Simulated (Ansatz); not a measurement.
Coupled-cluster diagnostics for the cluster SiAu4, Ansatz.

Geometry of the singlet (r2SCAN-D4/def2-SVP):

```csv
atom,x (Å),y (Å),z (Å)
Au1,-1.944,-0.151,0.385
Au2,0.159,1.269,1.521
Au3,1.765,0.634,-0.658
Au4,-0.338,-0.787,-1.793
Si5,0.358,-0.965,0.545
```

In the def2 sets Au takes a core potential; there is no spin–orbit coupling. Correlated methods freeze 5 core orbitals; core or outer-core shells of Au are correlated, in sets that lack core-valence functions. The structure comes from a short search, and lower isomers may exist.

(1) Estimate the CCSD(T) correlation energy, the shares of MP2 and (T), T1 and the reference's ⟨S²⟩ for: charge 0, singlet, own geometry in def2-SVP; and the rough time on 4 threads of Intel Xeon Platinum 8259CL on a shared host.

Answers

(1) 
```
                          state     basis  correlation (eV)  MP2 share (%)  (T) share (%)     T1  ⟨S²⟩ (pure)  wall time
charge 0, singlet, own geometry  def2-SVP           -42.010          106.4            3.7  0.024  0.00 (0.00)    2.9 min
```
Customary marks for T1 are 0.02 (closed shells), 0.045 (open shells) and about 0.05 (3d metals). T1 exceeds 0.02 in 1 of 1 rows and 0.045 in 0; the higher it lies, the less the single-reference result can be trusted.
